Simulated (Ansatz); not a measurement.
Program: Ansatz. Geometries: PBE0-D4/def2-TZVP. ΔE: electronic, gas phase. CCSD(T)/CBS is the MP2 limit (def2-TZVPP, def2-QZVPP) plus CCSD(T) − MP2 in def2-TZVPP, frozen cores. This one scheme is used for every species. Functionals use def2-TZVPP. Each species was taken in one conformer, which may not be the lowest.

Reaction (ligand exchange at the Si–C bond): `OCOC[SiH3]` + `OCS` → `OCS[SiH3]` + `COCO`

| level | ΔE (kJ/mol) |
| --- | --- |
| PBE-D4 | -84.8 |
| PBE | -84.2 |
| HF/def2-TZVPP | -84.6 |
| SCS-MP2/def2-TZVPP | -83.6 |
| CCSD/def2-TZVPP | -79.8 |
| HF/def2-QZVPP | -84.3 |
| SCS-MP2/def2-QZVPP | -84.9 |
| HF/CBS(def2) | -84.2 |

Q: What does CCSD(T)/CBS give? (Best estimate.)

A: The calculation gave: -83.2 kJ/mol. The listed levels differ from it by -1.6, -1.0, -1.4, -0.4, 3.4, -1.1, -1.7, -1.0 kJ/mol.

Largest T1 diagnostic among the species: 0.012.
